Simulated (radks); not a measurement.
Problem. Neutral samarium, configuration [Xe] 4f6 6s2. Calculated with a radial shooting solver on a logarithmic mesh with Libxc functionals: scalar-relativistic Kohn-Sham, LDA (Slater exchange, VWN5 correlation), spin-polarised, spherical densities, finite nucleus; open shells are filled with parallel spins first (spin-orbit coupling, left out, can overturn this in heavy ions); Fermi nuclear charge, rms radius 5.0819 fm. Some entries of the table are withheld. Estimate them.

orbital  occ.  eigenvalue (hartree)  r(max) (bohr)
1s down     1             -1713.482        0.01451
1s up       1             -1713.482        0.01451
2s up       1             -280.0183        0.08222
2s down     1             -280.0159        0.08222
2p up       3             -249.9271        0.06636
2p down     3             -249.9255        0.06636
3s up       1             -61.33224         0.2339
3s down     1             -61.26185         0.2339
3p up       3             -51.92148         0.2292
3p down     3             -51.85172         0.2291
3d up       5             -39.13439         0.1876
3d down     5             -39.07974         0.1875
4s up       1             -12.21380         0.5396
4s down     1             -12.04657         0.5394
4p up       3              -9.11926         0.5631
4p down     3              -8.95264         0.5628
4d up       5              -4.77454         0.5876
4d down     5              -4.60992         0.5873
5s up       1              -1.62647          1.255
5s down     1              -1.53181          1.266
5p up       3              -0.88207            (1)
5p down     3              -0.81016            (2)
4f up       6              -0.14027            (3)
6s up       1                   (4)          3.567
6s down     1                   (5)          3.680
4f down     0              -0.00205            (6)

Solution. 
(1) 5p up r(max) (bohr): 1.426
(2) 5p down r(max) (bohr): 1.446
(3) 4f up r(max) (bohr): 0.6130
(4) 6s up eigenvalue (hartree): -0.14010
(5) 6s down eigenvalue (hartree): -0.13115
(6) 4f down r(max) (bohr): 0.6165
